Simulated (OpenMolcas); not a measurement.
Lines of Cu: computed and rescaled rates

| Property | Result |
| --- | --- |
| Program | OpenMolcas 26.06 |
| Method | SS-CASPT2, IPEA 0.25 Eh, imaginary shift 0.1 Eh (closed shells correlated: 3s 3p) |
| Basis | ANO-RCC-VTZP [6s5p3d2f1g] |
| Scalar Hamiltonian | DKH2, point nucleus |
| Active space | 11 electrons in 11 orbitals (3d 4s 4d) |
| State averaging | 2S+1 = 2 even, 6 roots |
| Spin-orbit coupling | RASSI with atomic mean-field integrals over the reference wave functions, term energies averaged over their components |

Rates come from the transition moments of the reference wave functions (E1 and E2 in the length form). At fixed line strength A goes as λ^-3 for E1 and M1 and as λ^-5 for E2, so a rate at the computed wavelength can be rescaled to the measured one. Measured vacuum wavelengths follow from level energies in NIST Handbook of Basic Atomic Spectroscopic Data. Branching counts decays inside the model space alone, at computed energies, and the table is only a selection of the E2 and M1 lines, drawn from those between levels with measured partners whose computed energy lies within a factor of 1.5 of the measured one.

```csv
Upper,Lower,Type,λ computed (nm),λ measured (nm),A computed (s-1),A rescaled (s-1),Branching %
3d⁹ 4s² ²D_3/2,3d⁹ 4s² ²D_5/2,M1,4849,4895,1.43e-01,1.39e-01,78.1
3d⁹ 4s² ²D_5/2,3d¹⁰ 4s ²S_1/2,E2,895,892.7,1.72e-02,1.74e-02,100.0
3d⁹ 4s² ²D_3/2,3d¹⁰ 4s ²S_1/2,E2,755.6,755,4.01e-02,4.03e-02,21.9
```

The largest correction is for 3d⁹ 4s² ²D_3/2 → 3d⁹ 4s² ²D_5/2 (M1): 1.43e-01 × (4849 / 4895)^3 = 1.39e-01 s-1, a factor of 0.97.

The computed rate and branching of 3d⁹ 4s² ²D_5/2 → 3d¹⁰ 4s ²S_1/2 give the upper level a radiative lifetime of 1.000 / 1.72e-02 s-1 = 5.81e+01 s, counting decays inside the model space alone. The rescaled rate gives about 5.7e+01 s.

No measured rate stands beside these. Rescaling mends the energy factor alone: line strengths can still be far off where a level mixes with configurations outside the active space, and weak or spin-changing lines hang on small mixing coefficients that depend on the term gaps too, so rescaling need not improve them.

Active for correlation alone: 4d; no level in the range computed is led by a configuration that fills it, so any true level of that kind is missing. Measured partners are found by configuration, term and J. A level has none where our copy of the source lacks it or the pairing is in doubt (some pairs that miss far off the trend of their configuration count as doubtful). Levels of configurations outside the active space are missing.
